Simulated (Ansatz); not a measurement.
```yaml
crystal:
  periodic: [false, false, false]
  atoms:
    - {symbol: C, position_ang: [-2.707604, 1.227636, 0.829863]}
    - {symbol: N, position_ang: [0.250849, -0.669479, -0.105796]}
    - {symbol: Si, position_ang: [0.505563, -3.371926, 0.050669]}
    - {symbol: C, position_ang: [1.702802, 1.742845, -1.887268]}
    - {symbol: O, position_ang: [2.496111, 3.794162, -0.063945]}
    - {symbol: H, position_ang: [-2.079925, 2.808132, 1.854152]}
    - {symbol: H, position_ang: [-3.697438, -0.462378, 1.482625]}
    - {symbol: H, position_ang: [-3.983419, 1.514179, -0.804732]}
    - {symbol: H, position_ang: [3.084747, -3.457743, 0.099723]}
    - {symbol: H, position_ang: [-0.289777, -4.960621, -2.167041]}
    - {symbol: H, position_ang: [-0.738946, -4.613460, 2.146107]}
    - {symbol: H, position_ang: [2.902752, 0.411009, -2.099458]}
    - {symbol: H, position_ang: [0.234404, 2.787643, -2.618085]}
    - {symbol: H, position_ang: [3.024594, 3.248774, 1.611763]}
basis:
  gaussian: {orbitals: def2-SVP}
total_charge: 1
magnetization: {spin_polarized: true, initial_magnetization: 1}
hamiltonian: {xc: {name: r2SCAN}}
```

```sh
$ ansatz run in.yaml --threads 4 --pin off --events-out ev --progress --plain --max-ram 10444MiB
```

It prints (some lines left out):

```
Functional definition: r2SCAN
1349 factors; their error is unknown
mean field evaluation 1: about -13425.6086 eV, gradient 1.2e2 eV
mean field evaluation 2: about -12055.8114 eV, gradient 1.6e2 eV
mean field evaluation 4: about -13360.5157 eV, gradient 1.1e2 eV
mean field evaluation 8: about -13561.6602 eV, gradient 2.3e1 eV
mean field evaluation 16: about -13571.7004 eV, gradient 6.3e-1 eV
mean field evaluation 32: about -13571.9288 eV, gradient 2.9e-5 eV
mean field -13573.09340245 eV, -498.8019823671 hartree, gradient 1.5e-6 eV, S^2 6.254126; 12 other end points of the search recorded, 0 dependent functions left out
reference -13573.09342836 eV, -498.8019833189 hartree; 25, 24 occupied and 94, 95 virtual orbitals, 1349 factors
Total energy: -13573.09342836 eV, -498.8019833189 hartree
```

What is wrong with this run?

The coordinates are in bohr but typed as ångström. The calculation finished and met its thresholds. The result belongs to that input, not to the molecule as meant.
